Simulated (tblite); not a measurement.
Isomers of C5H6F2O2. All values are computed: GFN2-xTB (tblite) harmonic vibrations without scaling, gas phase. The method is semi-empirical: single wavenumbers can be off by several per cent or more. One conformer each.

Electronic energies: GFN2-xTB at the same geometries; isomer energies are rough at this level and their order can be wrong.

| SMILES | electronic energy, lowest = 0 (kcal/mol) |
| --- | --- |
| FC(F)OC1=CCOC1 | 1.2 |
| CCOC(=O)C=C(F)F | 0.0 |
| F[C@@H]1OC[C@@]12CO[C@@H]2F | 14.1 |
| CO/C(C)=C(/F)C(=O)F | 6.6 |

Task: How do GFN2-xTB zero-point energies change the relative energies?

Result: 
```csv
SMILES,ZPE (kcal/mol),of it from modes above 1550 cm⁻¹,electronic (kcal/mol),"with ZPE, lowest = 0 (kcal/mol)",lowest mode (cm⁻¹),rings
CCOC(=O)C=C(F)F,65.9,31.0,0.0,0.0,32,0
FC(F)OC1=CCOC1,66.2,27.6,1.2,1.5,57,1
CO/C(C)=C(/F)C(=O)F,65.0,30.7,6.6,5.8,68,0
F[C@@H]1OC[C@@]12CO[C@@H]2F,67.2,25.3,14.1,15.5,81,2
```

The zero-point energies span 2.2 kcal/mol, from `CO/C(C)=C(/F)C(=O)F` to `F[C@@H]1OC[C@@]12CO[C@@H]2F`. The order is unchanged.

Task: What do entropy and thermal enthalpy add at 298.15 K and 1 bar (rigid rotor, harmonic oscillator, one conformer each)?

Result: 
| SMILES | point group | symmetry number | S (cal/(mol K)) | H − H(0) (kcal/mol) | ZPE + H − H(0) − TS (kcal/mol) |
| --- | --- | --- | --- | --- | --- |
| CCOC(=O)C=C(F)F | C1 | 1 | 98.9 | 6.62 | 43.0 |
| FC(F)OC1=CCOC1 | C1 | 1 | 93.3 | 5.94 | 44.3 |
| CO/C(C)=C(/F)C(=O)F | Cs | 1 | 98.0 | 6.86 | 42.6 |
| F[C@@H]1OC[C@@]12CO[C@@H]2F | C1 | 1 | 88.1 | 5.48 | 46.4 |
